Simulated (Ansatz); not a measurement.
B₄NH₅⁻, that is closo-2-NB4 (H on N) with one electron more. Total charge -1; doublet. Geometry r2SCAN-D4/def2-SVP, that of the neutral singlet; atoms count from 1.

```xyz
10

N    -0.124   -0.314    0.717
B    -0.663   -0.115   -0.882
B     0.761   -0.975   -0.350
B    -0.745    1.014    0.260
B     0.866    0.629   -0.292
H    -0.284   -0.719    1.643
H    -1.389   -0.759   -1.579
H     1.159   -2.098   -0.380
H    -1.255    1.856    0.932
H     1.673    1.481   -0.069
```

The highest occupied level of the charge -1 doublet lies above zero (up to 1.69 eV). By energy differences it is unbound by 0.47 eV (vertical, to the charge 0 singlet, at PBE0-D4/def2-TZVPD) and held by the finite basis.

(1) Estimate the Mulliken populations from the PBE0/def2-TZVPD orbitals of Ansatz.

(2) Where does the spin sit?

(3) And the Mayer bond orders between bonded heavy atoms (over 0.3)?

Results:

(1) 
| atom | charge (e) | spin (α − β) |
| --- | --- | --- |
| N1 | -0.79 | 0.77 |
| B2 | 0.03 | -0.39 |
| B3 | -0.25 | 0.40 |
| B4 | -0.25 | 0.41 |
| B5 | 0.03 | -0.39 |
| H6 | 0.31 | -0.04 |
| H7 | -0.01 | 0.04 |
| H8 | -0.02 | 0.08 |
| H9 | -0.02 | 0.08 |
| H10 | -0.01 | 0.04 |
Mulliken values and Mayer orders depend strongly on the basis. With diffuse functions, as here, like atoms can get unlike values, and bond orders can come out too low or too high.

(2) Summed by element: N 0.77, B 0.03, H 0.20, of 1 unpaired in all. Largest on single atoms: N1 0.77, B4 0.41, B3 0.40.

(3) N1–B3 1.65 (1.54 Å); N1–B4 1.65 (1.54 Å); B2–B3 0.37 (1.75 Å); B2–B4 0.85 (1.61 Å); B2–B5 1.33 (1.80 Å); B3–B5 0.85 (1.61 Å); B4–B5 0.37 (1.75 Å). Values over 0.3 also appear between atoms too far apart for a bond (B3–B4 0.31 at 2.57 Å); they arise where an orbital or an unpaired electron spreads over both atoms.
